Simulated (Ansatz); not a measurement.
**Relative stability**

The two ends of one reaction step of AlH$_{5}$O$_{3}$, singlet (PBE0-D4/def2-TZVP).

A:

```
9
angstrom
Al -0.0007 0.4792 0.1328
H 1.0164 -1.5729 -0.5818
O 0.3263 1.0360 -1.4300
O -1.4965 -0.1276 0.6550
H 0.4215 -1.8416 -0.2079
O 1.2185 0.7161 1.2762
H -0.2927 1.0050 -2.1550
H -2.2786 -0.1981 0.1128
H 1.0857 0.5038 2.1979
```

B:

```
atom    x (Å)    y (Å)    z (Å)
 Al1  -0.0977  -0.3438  -0.5242
  H2   0.3421  -1.8373  -0.8245
  O3   0.1472   0.7381  -1.8205
  O4  -1.3438  -0.0325   0.6452
  H5   1.7371  -0.5860   1.2306
  O6   1.1395   0.1214   0.9662
  H7  -0.1139   1.6559  -1.7889
  H8  -2.2743   0.0583   0.4587
  H9   0.4636   0.2257   1.6575
```

Ansatz 0.2.0; basis: def2-TZVPP; cores frozen in the correlated methods. B3LYP uses VWN-RPA correlation.

(1) Which structure is lower at CCSD(T), and by how much? (To be estimated.)

No T1 diagnostic of these runs exceeds 0.012.

## Answers

(1) Computed: A, by 0.284 eV (electronic energy, against the other). By their contacts, A is a complex of AlH₃O₃ ([OH][Al]([OH])[OH]) + H₂ and B is AlH₅O₃ ([OH][AlH]([OH])[OH2]).

All methods give the same order:

```json
{"method": "SPW92", "E(B) − E(A) (eV)": "0.088"}
{"method": "PBE-D4", "E(B) − E(A) (eV)": "0.281"}
{"method": "BLYP-D4", "E(B) − E(A) (eV)": "0.390"}
{"method": "r2SCAN-D4", "E(B) − E(A) (eV)": "0.311"}
{"method": "B97M-V", "E(B) − E(A) (eV)": "0.155"}
{"method": "PBE0-D4", "E(B) − E(A) (eV)": "0.229"}
{"method": "B3LYP-D4", "E(B) − E(A) (eV)": "0.331"}
{"method": "r2SCAN0-D4", "E(B) − E(A) (eV)": "0.263"}
{"method": "BHLYP-D4", "E(B) − E(A) (eV)": "0.267"}
{"method": "CAM-B3LYP-D4", "E(B) − E(A) (eV)": "0.270"}
{"method": "wB97X-V", "E(B) − E(A) (eV)": "0.258"}
{"method": "wB97M-V", "E(B) − E(A) (eV)": "0.266"}
{"method": "B2PLYP", "E(B) − E(A) (eV)": "0.330"}
{"method": "PBE-QIDH", "E(B) − E(A) (eV)": "0.242"}
{"method": "RPA on PBE", "E(B) − E(A) (eV)": "0.284"}
{"method": "HF", "E(B) − E(A) (eV)": "0.257"}
{"method": "MP2", "E(B) − E(A) (eV)": "0.350"}
{"method": "CCSD", "E(B) − E(A) (eV)": "0.276"}
{"method": "CCSD(T)", "E(B) − E(A) (eV)": "0.284"}
```

Labels in which every atom is bracketed show which atoms are joined, not bond orders.

For scale, one of the runs: CCSD(T)/def2-TZVPP, 205 basis functions, launched by `ansatz run in.yaml --threads 4 --pin off --events-out ev --progress --plain --max-ram 9574MiB`. The run took 50 s on 4 CPU threads of an Arm Neoverse V2 (shared host), with 2.7 GiB of host memory at its peak.
